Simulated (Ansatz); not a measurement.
Two isomers of C2H10SiSn: A = `C[SiH](C)[SnH3]`, B = `C[SiH2][SnH2][CH3]`.

Calculated with Ansatz (gas phase, PBE0-D4/def2-TZVP geometries, no zero-point term in ΔE). CCSD(T)/CBS adds triple-zeta CCSD(T) − MP2 to the extrapolated MP2 energy (def2 sets, frozen cores). DFT in def2-TZVPP. B3LYP here is the variant with VWN-RPA as its local correlation; programs differ in this. def2 core potentials past Kr. For Sn outer-core shells are correlated without core-valence functions, which leaves a few kJ/mol of doubt a bond. Each species was taken in one conformer, which may not be the lowest.

A:

```xyz
14

C     0.496    1.685   -0.754
Si    0.262   -0.163   -0.532
C    -1.478   -0.682   -1.002
Sn    0.757   -0.830    1.897
H     1.515    1.987   -0.506
H     0.300    1.974   -1.791
H    -0.188    2.245   -0.112
H     1.238   -0.886   -1.401
H    -2.218   -0.188   -0.367
H    -1.610   -1.761   -0.898
H    -1.690   -0.414   -2.041
H     0.561   -2.510    2.156
H    -0.297   -0.031    2.986
H     2.354   -0.427    2.363
```

B:

Z-matrix (Å, degrees):
```
C
Si 1 1.879
H 1 1.092 2 110.8
H 1 1.092 2 110.7 3 120.0
H 1 1.092 2 110.8 3 -120.0
Sn 2 2.566 1 111.4 3 59.6
H 2 1.491 1 109.8 3 -60.9
H 2 1.490 1 110.1 3 -178.7
C 6 2.149 2 110.9 1 -58.4
H 6 1.716 2 110.5 1 61.5
H 6 1.714 2 111.4 1 -179.5
H 9 1.090 6 110.0 2 -59.8
H 9 1.090 6 110.0 2 60.2
H 9 1.090 6 109.9 2 -179.9
```

**Question.** Which is lower in electronic energy at CCSD(T)/CBS, and by how much? (Estimate.)

**Answer.** Computed: A, by 13.9 kJ/mol.

**Question.** Give E(B) − E(A) in kJ/mol with B3LYP, B3LYP-D4, CCSD(T)/def2-TZVPP, ωB97M-V, MP2/def2-TZVPP, PBE0-D4, r2SCAN-D4. (Best estimate.)

**Answer.** Computed: B3LYP 16.7, B3LYP-D4 19.0, CCSD(T)/def2-TZVPP 15.6, ωB97M-V 20.7, MP2/def2-TZVPP 14.2, PBE0-D4 20.7, r2SCAN-D4 21.1. None reverses the order clearly.

Largest T1 diagnostic: 0.012.
